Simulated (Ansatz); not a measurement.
A nudged elastic band was laid between two geometries of C2H10OSi3 (16 atoms, charge 0, multiplicity 1).

Level of theory: Ansatz, RKS BLYP/STO-3G.

```json
{
  "movable images": "9",
  "climbing image": "from the first iteration",
  "spring": "5.0 eV/Å²",
  "optimiser": "lbfgs",
  "start path": "through a guess of the saddle point",
  "force threshold": "0.05 eV/Å",
  "iteration limit": "21",
  "end points": "relaxed"
}
```

Image 0:

```xyz
16
Properties=species:S:1:pos:R:3
C 0.365 -0.769 -1.744
C 0.432 -0.186 -0.509
O 0.610 -0.858 0.737
Si 0.788 -2.605 0.673
Si 0.282 1.696 -0.257
Si -1.540 2.264 0.981
H 0.451 -1.855 -1.911
H 0.223 -0.157 -2.648
H 1.963 -3.011 -0.091
H -0.396 -3.262 0.127
H 0.954 -2.967 2.072
H 0.226 2.311 -1.576
H 1.498 2.169 0.395
H -1.492 1.666 2.307
H -2.773 1.831 0.341
H -1.614 3.709 1.149
```

Image 10:

```xyz
16
Properties=species:S:1:pos:R:3
C -0.796 -0.898 -0.615
C 0.255 -0.334 0.053
O 1.458 -0.993 0.446
Si 1.598 -2.696 0.039
Si 0.309 1.492 0.601
Si -1.522 2.673 -0.048
H -0.822 -1.954 -0.928
H -1.686 -0.305 -0.877
H 1.569 -2.923 -1.403
H 0.562 -3.502 0.676
H 2.903 -3.053 0.571
H 1.523 2.088 0.055
H 0.449 1.520 2.053
H -2.744 2.124 0.521
H -1.669 2.683 -1.495
H -1.411 4.055 0.395
```

(1) What changes between the two ends?

(2) Give the energies along the band, and the barrier.

## Answers

(1) No bond is made or broken. The dihedral O3–C2–Si5–Si6 goes from -63 to 178°.

(2) It did not converge within its limit. The highest image is number 5 of 0 to 10, 26.5 kJ/mol above the first end and 24.6 kJ/mol above the last; the last end lies 1.9 kJ/mol above the first. The band didn't meet its force threshold, so its energies are provisional: the largest band force was still 0.15 eV/Å, and over the last iterations the top stayed at 0.27 eV. Limits of this set-up: minimal basis.

```tsv
image	path coordinate (Å)	energy (kJ/mol)	dihedral O3–C2–Si5–Si6 (°)
0	0.00	0.0	-63
1	1.18	4.3	-77
2	2.35	12.8	-90
3	3.51	20.1	-102
4	4.64	24.3	-115
5	5.76	26.5	-127
6	6.63	24.9	-137
7	7.50	19.8	-147
8	8.35	12.2	-158
9	9.20	5.1	-170
10	10.03	1.9	178
```

Run time: 12 min on 1 thread of Arm Neoverse V1, with other jobs on the host, peak memory 0.11 GiB.
